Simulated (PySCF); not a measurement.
## Polarisability and C₆ of Ni (nickel, neutral)

[Ar] 3d8 4s1 4p1, one real determinant (an excited configuration). Calculation: PySCF 2.14, in ANO-RCC-VTZP; the spin-free X2C one-electron Hamiltonian (Gaussian nucleus). Coupled (time-dependent) response in atomic units; α is the mean over directions. The basis has no added diffuse functions, which lowers α and C₆.

```csv
method,mean α (bohr³),"α xx, yy, zz",C₆ (like pair),S(−4)
HSE06,36.77,"29.19, 51.93, 29.19",219.8,1921
```

S(−4) is the Cauchy moment in α(ω) = α(0) + S(−4) ω² + …

α(iu) at HSE06:

```csv
u (hartree),α(iu) (bohr³)
0,36.77
0.0500,32.89
0.100,26.63
0.200,18.08
0.300,13.30
0.500,8.343
0.750,5.439
1.00,3.951
1.50,2.518
2.00,1.823
3.00,1.117
5.00,0.5418
```

A single London oscillator, α(iu) = α/(1 + u²/ω²), gives C₆ = (3/4) ω α². Matching the computed C₆ needs ω = 4 × 219.8 / (3 × 36.77²) = 0.217 hartree.

The components differ because the open shell of this determinant is not spherical; for a pure term their mean is the scalar polarisability.

⟨L²⟩ = 14.02 against 20 for a pure G term, so this real determinant mixes terms.
